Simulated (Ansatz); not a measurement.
Calculation: Ansatz (a program for electronic structure) with frozen-core CCSD(T)/def2-TZVPP // TPSSh-D3(BJ)/def2-TZVP.

Ansatz 0.2 input:
```yaml
crystal:
  periodic: [false, false, false]
  atoms:
    - { symbol: S, position_ang: [2.028982, -0.385014, -0.955296] }
    - { symbol: C, position_ang: [0.742123, -0.353363, 0.202451] }
    - { symbol: C, position_ang: [-0.710565, -0.461158, -0.291514] }
    - { symbol: C, position_ang: [-0.227395, 0.840755, 0.209766] }
    - { symbol: H, position_ang: [0.935094, -0.798192, 1.171942] }
    - { symbol: H, position_ang: [-1.363362, -1.055887, 0.335309] }
    - { symbol: H, position_ang: [-0.840653, -0.587475, -1.357227] }
    - { symbol: H, position_ang: [-0.019988, 1.624172, -0.505672] }
    - { symbol: H, position_ang: [-0.536418, 1.172359, 1.19328] }
basis:
  gaussian: { orbitals: def2-TZVPP }
correlation:
  method: ccsd_t
magnetization:
  spin_polarized: true
  initial_magnetization: 1
```

Output:

```
Functional definition: HF
1196 factors; integrals over basis functions are off by at most 8.8e-4 eV
mean field evaluation 1: about -13985.1181 eV, gradient 2.0e1 eV
mean field evaluation 2: about -13985.1248 eV, gradient 2.0e1 eV
mean field evaluation 4: about -13987.6888 eV, gradient 3.6e0 eV
mean field evaluation 8: about -13987.8398 eV, gradient 2.3e-1 eV
mean field evaluation 16: about -13987.2611 eV, gradient 8.3e0 eV
mean field evaluation 32: about -13987.4937 eV, gradient 1.0e0 eV
mean field evaluation 64: about -13987.5023 eV, gradient 5.8e-4 eV
mean field evaluation 96: about -13987.5023 eV, gradient 4.3e-3 eV
mean field -13987.84121255 eV, -514.0436832617 hartree, gradient 1.1e-6 eV, S^2 0.767281; 5 other end points of the search recorded, 0 dependent functions left out
determinant -13987.84121255 eV, -514.0436832617 hartree, with singles and doubles -14006.92098127 eV, -514.7448518296 hartree
determinant -13987.50233217 eV, -514.0312296375 hartree, with singles and doubles -14006.53419708 eV, -514.7306377728 hartree
determinant -13987.84121255 eV, -514.0436832617 hartree, with singles and doubles -14006.70845545 eV, -514.7370416499 hartree
determinant -13987.50233217 eV, -514.0312296375 hartree, with singles and doubles -14006.32180262 eV, -514.7228324203 hartree
8 core orbitals not correlated
reference -13987.84121255 eV, -514.0436832617 hartree; 12, 11 occupied and 185, 186 virtual orbitals, 1196 factors
second order -17.71792396 eV of doubles, -0.00000000 eV of singles
cycle   1  -18.86724395 eV  change   -1.0e-6 eV  update   1.5e-6
perturbative correction -0.85557125 eV, -0.0314416634 hartree
Total energy: -14007.56402774 eV, -514.7684833517 hartree
```

Cost: around 30 core-minutes (rough).
